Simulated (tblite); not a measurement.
Compound: C2H5F2Si (charge -1).
Geometry (GFN2-xTB, Å), atoms numbered from 1 in this order:
```xyz
10
C2H5F2Si angstrom
F      2.2191    0.4225   -0.4501
C      0.8415    0.5333   -0.1638
F      0.8150    1.4842    0.8124
C      0.2016   -0.7411    0.2340
Si    -1.7152   -0.6172    0.1616
H      0.4054    0.9759   -1.0710
H      0.5260   -1.5109   -0.4676
H      0.5434   -1.0272    1.2297
H     -1.9565    0.6185    0.9253
H     -1.8714   -0.1335   -1.2330
```

The geometry is computed with GFN2-xTB (gas phase).

Masses are those of the commonest isotopes; rigid-rotor values at the optimised geometry. The values belong to one conformer with, in the numbering `[F:1][CH:2]([F:3])[CH2:4][SiH2-:5]`, F1–C2–C4–Si5 -165°, C2–C4–Si5–H -50° and 54°.

Task: Give the principal moments of inertia and the rotational constants in MHz.

Result: Ia = 60.27, Ib = 242.77, Ic = 280.11 u·Å²; 505379 MHz·u·Å²/I gives A = 8385, B = 2082, C = 1804 MHz.

Task: What kind of rotor is it?

Result: A near-prolate asymmetric top; Ray's κ = -0.916.

Task: Is it planar, by Δ = Ic − Ia − Ib?

Result: Not planar: Δ = Ic − Ia − Ib = -22.94 u·Å². For a rigid frame Δ = −2 Σ m c², so Σ m c² = 11.47 u·Å² lies off the ab plane: 6.79 from hydrogen and 4.68 from heavier atoms. The atom farthest from that plane is 1.57 Å away.

Task: Give the other two planar moments, Paa and Pbb, and the rms extents of the mass along the axes.

Result: Paa = Σ m a² = (Ib + Ic − Ia)/2 = 231.30 and Pbb = Σ m b² = (Ia + Ic − Ib)/2 = 48.81 u·Å². With the mass M = 95.01 u, the rms extents √(P/M) along a, b and c are 1.56, 0.72, 0.35 Å.

Task: List the rotational levels J(Ka,Kc) to J = 5 (MHz).

Result: Above 0(0,0):
J = 1: 1(0,1) 3886, 1(1,1) 10189, 1(1,0) 10466
J = 2: 2(0,2) 11649, 2(1,2) 17683, 2(1,1) 18516, 2(2,1) 37424, 2(2,0) 37433
J = 3: 3(0,3) 23271, 3(1,3) 28919, 3(1,2) 30584, 3(2,2) 49082, 3(2,1) 49127, 3(3,1) 81296, 3(3,0) 81296
J = 4: 4(0,4) 38726, 4(1,4) 43891, 4(1,3) 46665, 4(2,3) 64619, 4(2,2) 64753, 4(3,2) 96857, 4(3,1) 96859, 4(4,1) 141933, 4(4,0) 141933
J = 5: 5(0,5) 57979, 5(1,5) 62590, 5(1,4) 66747, 5(2,4) 84029, 5(2,3) 84339, 5(3,3) 116316, 5(3,2) 116321, 5(4,2) 161383, 5(4,1) 161383, 5(5,1) 219339, 5(5,0) 219339
Those of J = 1 are B + C, A + C and A + B.

Task: Estimate the classical rotational partition function at 25 K, 50 K and 200 K.

Result: Point group C1, symmetry number σ = 1; q = (√π/σ)·√((kT/h)³/(ABC)), k/h = 20836.6 MHz/K: 3760 at 25 K, 10600 at 50 K, 85000 at 200 K.

Its GFN2-xTB frequencies are all real (lowest 85 cm⁻¹). Constants of a rigid frame at the computed geometry: no zero-point averaging, no centrifugal distortion.
